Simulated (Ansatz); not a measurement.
C$_{6}$H$_{16}$BN (`BN(C(C)C)C(C)C`). Charge 0, multiplicity 1.

Z-matrix (Å, degrees):
```
C
C 1 1.522
N 1 1.464 2 112.2
C 1 1.522 2 111.7 3 -126.9
H 1 1.093 2 107.7 3 115.0
H 2 1.093 1 112.0 3 65.4
H 2 1.092 1 110.7 3 -55.5
H 2 1.092 1 110.1 3 -175.3
C 3 1.471 1 116.2 2 -63.1
B 3 1.385 1 121.4 2 116.8
H 4 1.092 1 110.1 2 -57.8
H 4 1.093 1 112.0 2 61.5
H 4 1.092 1 110.7 2 -177.5
C 9 1.521 3 111.5 1 116.9
C 9 1.521 3 111.5 1 -117.6
H 9 1.094 3 106.9 1 -0.3
H 10 1.198 3 119.0 1 0.0
H 10 1.198 3 120.1 1 -180.0
H 14 1.092 9 110.5 3 63.7
H 14 1.092 9 110.9 3 -56.3
H 14 1.093 9 110.5 3 -176.5
H 15 1.093 9 110.5 3 176.4
H 15 1.092 9 110.5 3 -63.8
H 15 1.092 9 110.9 3 56.2
```

Problem. Give the diagnostics of a CCSD(T)/def2-TZVPP run (frozen core, Ansatz). (An estimate is asked.)

Solution. Computed: T1 = 0.0113, largest single amplitude 0.041, largest double 0.032, (T) share of the correlation energy 3.9 %, 9 CCSD cycles. The RHF solution is stable towards an unrestricted one. T1 lies under the customary mark of 0.02 for closed shells.
